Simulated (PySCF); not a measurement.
PySCF 2.14 output of an unrestricted r2SCANh calculation on a single atom or ion in aug-cc-pVTZ-DK (9s8p6d3f2g, 102 functions), with the spin-free X2C one-electron Hamiltonian (Gaussian nucleus):

```
SCF conv_tol = 1e-09
number electrons alpha = 25  beta = 20
    M. Bursch, H. Neugebauer, S. Ehlert, and S. Grimme.,  J. Chem. Phys. 156, 134105 (2022)
cycle= 1 E= -4783.30165126923  delta_E= -0.0126  |g|= 0.0378  |ddm|= 0.262
cycle= 2 E= -4783.30198541122  delta_E= -0.000334  |g|= 0.0172  |ddm|= 0.0784
cycle= 3 E= -4783.30207515173  delta_E= -8.97e-05  |g|= 0.00856  |ddm|= 0.0231
cycle= 4 E= -4783.30212702118  delta_E= -5.19e-05  |g|= 0.00367  |ddm|= 0.017
cycle= 5 E= -4783.30217049409  delta_E= -4.35e-05  |g|= 0.00168  |ddm|= 0.0252
cycle= 6 E= -4783.3021846191  delta_E= -1.41e-05  |g|= 0.000309  |ddm|= 0.0218
cycle= 7 E= -4783.30218487271  delta_E= -2.54e-07  |g|= 6.03e-05  |ddm|= 0.00331
cycle= 8 E= -4783.30218487749  delta_E= -4.77e-09  |g|= 1.4e-05  |ddm|= 0.000386
cycle= 9 E= -4783.30218487794  delta_E= -4.53e-10  |g|= 4.4e-06  |ddm|= 0.000159
converged SCF energy = -4783.30218487794  <S^2> = 8.7520518  2S+1 = 6.0006839
```

The run itself started from symmetry-adapted Hartree-Fock orbitals and held the occupation by maximum overlap, on a logarithmic radial grid, so the iterations belong to that start.

Which element, charge and spin multiplicity is this?

Rh (rhodium, neutral), multiplicity 6; the state was [Kr] 4d7 5s1 5p1, one real determinant (an excited configuration).

⟨L²⟩ = 13.91 against 20 for a pure G term, so this real determinant mixes terms.
